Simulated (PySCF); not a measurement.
**Dipole response of V³⁺ (vanadium, charge +3)**

[Ar] 3d2, high-spin 3F determinant. Calculation: PySCF 2.14, in aug-cc-pVQZ-DK; scalar relativity by spin-free X2C-1e. Coupled (time-dependent) response in atomic units; α is the mean over directions.

| method | mean α (bohr³) | C₆ (like pair) | S(−4) |
| --- | --- | --- | --- |
| PBE | 2.301 | 5.876 | 2.083 |

S(−4) is the Cauchy moment in α(ω) = α(0) + S(−4) ω² + …

α(iu) at PBE:

```
u (hartree)  α(iu) (bohr³)
          0          2.301
     0.0500          2.296
      0.100          2.280
      0.200          2.224
      0.300          2.143
      0.500          1.949
      0.750          1.708
       1.00          1.491
       1.50          1.138
       2.00         0.8779
       3.00         0.5517
       5.00         0.2684
```

For an ion, C₆ is the dispersion term alone; charge-induced terms of lower order in 1/R come first.
